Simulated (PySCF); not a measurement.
Shifts of the heteroatoms

Structure with atom numbers: `[CH3:1][c:2]1[cH:3][cH:4][cH:5][c:6]2[c:7]([SiH3:8])[n:9][n:10][n:11]12`. Each H is labelled by its parent atom.

- GFN2-xTB structure
- σ from GIAO-PBE0/pcSseg-1
- run in PySCF 2.14.0 with density-fitted response routines
- in vacuum, non-relativistic Hamiltonian, single conformer, equivalent nuclei averaged

(1) Where does ²⁹Si resonate?

(2) What are the ¹⁵N shifts?

Answers

(1) 
```
atoms               environment  σ (ppm)  δ (ppm)
  Si8  silicon bonded to C, 3 H    435.4    -77.9
```

Shieldings were converted by a linear fit to measured shifts: ²⁹Si (scatter 8.9 ppm rms, 25.8 ppm with the 6 outliers that the fit left out vs TMS, solution or neat liquid). Occasional misses reach two or three times the rms, and more in compound classes unlike the fitted ones.

On a 300 MHz spectrometer ²⁹Si resonates near 59.6 MHz, so 1 ppm is 59.6 Hz.

(2) 
| atoms | environment | σ (ppm) | δ (ppm) |
| --- | --- | --- | --- |
| N9 | pyridine-type nitrogen of an azole | -143.6 | -15.7 |
| N10 | pyridine-type nitrogen of an azole | -104.8 | -51.5 |
| N11 | pyrrole-type ring nitrogen | -21.4 | -128.3 |

Shieldings were converted by a linear fit to measured shifts: ¹⁵N (scatter 6.3 ppm rms vs CH3NO2, solution or neat liquid). Occasional misses reach two or three times the rms, and more in compound classes unlike the fitted ones.

On a 300 MHz spectrometer ¹⁵N resonates near 30.4 MHz, so 1 ppm is 30.4 Hz.
